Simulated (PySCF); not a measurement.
Two-dimensional NMR puzzle

Compound of formula C₅H₆O₂Si. Correlations simulated from computed shifts and the bond graph:

HSQC (one-bond C–H):
```
  δH     δC
9.15  195.2
0.52   -5.0
```

COSY cross peaks (H two or three bonds apart, from the bond graph; peaks can be absent where the dihedral angle is near 90°):
```
  δH    δH
4.61  0.52
```

HMBC (two and three bonds, from the bond graph):
```
  δH                  δC
9.15        180.0, 107.5
4.61  118.3, 107.5, -5.0
0.52               118.3
```

Carbons without hydrogens: δ 180.0, 118.3, 107.5.

- geometry from GFN2-xTB
- shielding tensors at PBE0/pcSseg-1 (GIAO)
- program: PySCF 2.14
- relativity neglected, one computed conformer, gas phase, one averaged value for each set of equivalent atoms

Shifts are taken against calculated references (same method and geometry level): $^{1}$H (σref 31.72), $^{13}$C (σref 186.93) against TMS.

Exchangeable hydrogens are left out of these lists.

Work out the connectivity.

Results:

SMILES C[SiH2]C#CC(=O)C=O.

Atom-mapped SMILES (the numbers label the heavy atoms): `[CH3:1][SiH2:2][C:3]#[C:4][C:5](=[O:6])[CH:7]=[O:8]`. Hydrogens are named by the atom that carries them.

- δC 195.2 is C7, an aldehyde carbonyl carbon (δH 9.15).
- δC 180.0 is C5, a carbonyl carbon of an ynone.
- δC 118.3 is C3, an alkyne carbon.
- δC 107.5 is C4, an alkyne carbon.
- δC -5.0 is C1, a methyl carbon bonded to Si (δH 0.52).
- HMBC from δH 9.15 reaches the proton-free carbons C5, C4.
- HMBC from δH 4.61 reaches the proton-free carbons C3, C4.
- HMBC from δH 0.52 reaches the proton-free carbon C3.
- COSY links 4.61–0.52.

The data come from this structure; uniqueness wasn't tested.

Shifts are as computed. Against solution values, carbons near 30 ppm lie about +3 ppm off and those near 130 ppm about +5 ppm. Of 1211 compounds with measured shifts, 218 miss one by over three times the rms of a fit or turn the order of signals round; such compounds aren't used in these exercises.
